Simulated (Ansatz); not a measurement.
A nudged elastic band was laid between two geometries of C₂H₆AlO (10 atoms, charge 1, multiplicity 1).

The calculation used RKS PBE/def2-SVP in Ansatz.

- movable images: 4
- climbing image: no
- spring: 5.0 eV/Å²
- optimiser: quadratic models (default)
- start path: IDPP
- force threshold: 0.03 eV/Å
- iteration limit: 60
- end points: relaxed

First end point:

```xyz
10
Properties=species:S:1:pos:R:3
C -0.782 -0.169 -1.234
C 0.078 -0.368 -0.066
O 0.558 -1.560 0.056
Al 0.578 1.083 1.382
H -0.379 0.686 -1.829
H -1.768 0.222 -0.885
H -0.910 -1.070 -1.864
H 1.136 -1.661 0.856
H -0.037 2.520 1.182
H 1.526 0.318 2.402
```

Last end point:

```xyz
10
Properties=species:S:1:pos:R:3
C -1.210 -0.120 -0.830
C -0.117 -0.341 0.117
O -0.175 -1.460 0.760
Al 1.490 0.967 0.513
H -1.722 0.834 -0.555
H -1.935 -0.954 -0.891
H -0.777 0.117 -1.832
H 0.578 -1.577 1.395
H 1.520 2.320 -0.295
H 2.348 0.214 1.618
```

**Question.** What changes between the two ends?

**Answer.** No bond is made or broken. The dihedral H7–C1–C2–Al4 goes from 180 to 53°. The two ends are copies of one structure, up to a mirror image or an exchange of like atoms.

**Question.** What energy profile does the band end with?

**Answer.** The run converged. The highest image is number 2 of 0 to 5, 0.054 eV above the ends, which have the same energy within 2 meV. No image climbed, so the highest image needn't sit at the top of the path. Limits of this set-up: the dipole of an ion depends on the origin.

```tsv
image	path coordinate (Å)	energy (eV)	dihedral H7–C1–C2–Al4 (°)
0	0.00	0.000	180
1	0.70	0.015	160
2	1.39	0.054	136
3	2.09	0.052	109
4	2.79	0.013	80
5	3.48	0.000	53
```

**Question.** What is the geometry of the highest image?

**Answer.** 
```xyz
10
Properties=species:S:1:pos:R:3:forces:R:3
C -0.984 -0.138 -1.080 0.01 -0.01 0.01
C -0.038 -0.343 0.024 0.00 0.02 -0.02
O 0.081 -1.572 0.406 0.00 -0.02 -0.01
Al 1.126 1.132 0.990 -0.01 0.00 0.01
H -0.941 0.882 -1.500 0.01 0.00 -0.02
H -2.016 -0.307 -0.678 0.00 0.02 0.01
H -0.865 -0.915 -1.868 -0.02 -0.01 0.00
H 0.710 -1.679 1.164 0.01 0.01 0.00
H 0.974 2.607 0.457 0.00 0.00 0.01
H 1.953 0.333 2.085 -0.01 0.00 0.00
```

Time of the run: 72 s on 1 thread of Intel(R) Xeon(R) Processor @ 2.70GHz, on a shared host, peak memory 0.13 GiB.
